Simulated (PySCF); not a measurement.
Species: C11H9N.
Bonds: C1–C2 (aromatic), C2–C3 (aromatic), C3–C4 (aromatic), C4–C5, C5–C6 (aromatic), C6–C7 (aromatic), C7–N8 (aromatic), N8–C9 (aromatic), C9–C10 (aromatic), C4–C11 (aromatic), C11–C12 (aromatic), C1–C12 (aromatic), C5–C10 (aromatic). Hydrogens: H13 on C1; H14 on C2; H15 on C3; H16 on C6; H17 on C7; H18 on C9; H19 on C10; H20 on C11; H21 on C12.

The same species was optimised twice, with GFN2-xTB and with PBE0-D3(BJ)/def2-SVP (PySCF), and the same property calculations (PySCF, gas phase) were run on both structures.

| coordinate | GFN2-xTB | PBE0-D3(BJ)/def2-SVP | change |
| --- | --- | --- | --- |
| C11–C12 (Å) | 1.382 | 1.392 | +0.010 |
| C2–C3 (Å) | 1.382 | 1.392 | +0.010 |
| C3–C4 (Å) | 1.393 | 1.402 | +0.009 |
| C4–C11 (Å) | 1.393 | 1.402 | +0.009 |
| C1–C12 (Å) | 1.385 | 1.394 | +0.009 |
| C1–C2 (Å) | 1.385 | 1.394 | +0.009 |
| C4–C5 (Å) | 1.470 | 1.478 | +0.008 |
| C6–C7 (Å) | 1.384 | 1.393 | +0.009 |
| C9–C10 (Å) | 1.384 | 1.393 | +0.009 |
| N8–C9 (Å) | 1.322 | 1.331 | +0.009 |
| C7–N8 (Å) | 1.322 | 1.330 | +0.008 |
| C5–C10 (Å) | 1.394 | 1.401 | +0.007 |
| C5–C6 (Å) | 1.394 | 1.401 | +0.007 |
| C6–C5–C10 (°) | 117.3 | 116.8 | -0.5 |
| C7–N8–C9 (°) | 117.7 | 117.1 | -0.6 |
| C5–C6–C7 (°) | 118.9 | 119.3 | +0.4 |
| C5–C10–C9 (°) | 118.9 | 119.2 | +0.3 |
| C3–C4–C11 (°) | 118.9 | 118.6 | -0.3 |
| C4–C5–C10 (°) | 121.3 | 121.7 | +0.4 |
| C4–C5–C6 (°) | 121.3 | 121.6 | +0.3 |
| C4–C11–C12 (°) | 120.5 | 120.7 | +0.2 |
| C3–C4–C5–C6 (°) | -139 | -143 | -4 |

Rotational constants: A = 2977, B = 552.4, C = 484.9 MHz (GFN2-xTB) against A = 2947, B = 545.7, C = 475.7 MHz (PBE0-D3(BJ)/def2-SVP). Point groups within 0.08 Å: C2 and C2. Atoms that the bonding makes alike are paired by their places after alignment.

On the GFN2-xTB structure: HOMO (eV) -7.20 [PBE0/pcSseg-1]; LUMO (eV) -1.32 [PBE0/pcSseg-1]; dipole (D) 2.72 [PBE0/pcSseg-1]; GIAO shielding of C1 (ppm) 52.6 [PBE0/pcSseg-1]; GIAO shielding of C2/C12 (mean) (ppm) 52.2 [PBE0/pcSseg-1]; GIAO shielding of C3/C11 (mean) (ppm) 53.2 [PBE0/pcSseg-1]; GIAO shielding of C4 (ppm) 40.2 [PBE0/pcSseg-1]; GIAO shielding of C5 (ppm) 31.0 [PBE0/pcSseg-1]; GIAO shielding of C6/C10 (mean) (ppm) 59.7 [PBE0/pcSseg-1]; GIAO shielding of C7/C9 (mean) (ppm) 30.6 [PBE0/pcSseg-1]; GIAO shielding of N8 (ppm) -87.9 [PBE0/pcSseg-1].

**Question.** What do these properties become on the PBE0-D3(BJ)/def2-SVP structure?

**Answer.** 
```csv
property,level,on GFN2-xTB,on PBE0-D3(BJ)/def2-SVP,change
HOMO (eV),PBE0/pcSseg-1,-7.20,-7.17,+0.03
LUMO (eV),PBE0/pcSseg-1,-1.32,-1.43,-0.11
dipole (D),PBE0/pcSseg-1,2.72,2.78,+0.06
"energy, GFN2-xTB geometry as zero (kcal/mol)",PBE0/pcSseg-1,0.0,-0.3,-0.3
GIAO shielding of C1 (ppm),PBE0/pcSseg-1,52.6,49.9,-2.7
GIAO shielding of C2/C12 (mean) (ppm),PBE0/pcSseg-1,52.2,49.7,-2.5
GIAO shielding of C3/C11 (mean) (ppm),PBE0/pcSseg-1,53.2,51.1,-2.1
GIAO shielding of C4 (ppm),PBE0/pcSseg-1,40.2,39.1,-1.1
GIAO shielding of C5 (ppm),PBE0/pcSseg-1,31.0,30.6,-0.4
GIAO shielding of C6/C10 (mean) (ppm),PBE0/pcSseg-1,59.7,57.8,-1.9
GIAO shielding of C7/C9 (mean) (ppm),PBE0/pcSseg-1,30.6,28.1,-2.5
GIAO shielding of N8 (ppm),PBE0/pcSseg-1,-87.9,-92.0,-4.1
```

The heavy atoms differ by 0.040 Å rms after alignment. Among bonds between heavy atoms 9 bonds (C1–C2, C1–C12, C2–C3, C3–C4, C4–C11, C6–C7 and others) change most and about equally (+0.009 to +0.010 Å). Changes are differences of the printed values. Neither structure is proved a minimum here.

The values belong to the conformer `[cH:1]1[cH:2][cH:3][c:4](-[c:5]2[cH:6][cH:7][n:8][cH:9][cH:10]2)[cH:11][cH:12]1`: C3–C4–C5–C6 -143°.
